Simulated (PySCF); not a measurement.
A GIAO shielding run with PySCF 2.14.0 with density-fitted response routines (density fitting, non-relativistic, gas phase) on SMILES [SiH3]S[SiH]1O[SiH2][SiH2]O1, H$_{8}$O$_{2}$SSi$_{4}$:

```
$ OMP_NUM_THREADS=1 python probes_run.py task.json out

{"job": {"kind": "nmr", "xc": "PBE0", "basis": "pcSseg-1"}, "charge": 0, "multiplicity": 1}
Si     2.670997     1.109285    -0.115124
S      1.788127     0.190094     1.621399
Si     0.347219    -1.041958     0.682709
O     -1.076507    -0.956117     1.448815
Si    -2.462383    -0.368561     0.767181
Si    -1.458481     0.089160    -1.272694
O      0.035738    -0.430459    -0.795174
H      3.064194     0.061755    -1.047567
H      1.729665     2.045151    -0.717580
H      3.813172     1.796238     0.467531
H      0.728825    -2.428388     0.536598
H     -2.848956     0.729836     1.653442
H     -3.383690    -1.502807     0.862706
H     -1.203900     1.472826    -1.682282
H     -1.748435    -0.758064    -2.431871
```

Hardware: 1 thread of an Arm Neoverse N1, shared host. The job also computes population analyses, field gradients, ring-centre shieldings.

(1) How large is the calculation?

(2) How long does it take, and how much memory does it need?

## Answers

(1) 96 electrons, 194 basis functions and 1131 auxiliary functions.

(2) 78 s of wall time, with 13 SCF cycles and 4 response iterations; peak memory 0.87 GiB. Times on a shared host scatter by some tens of per cent.
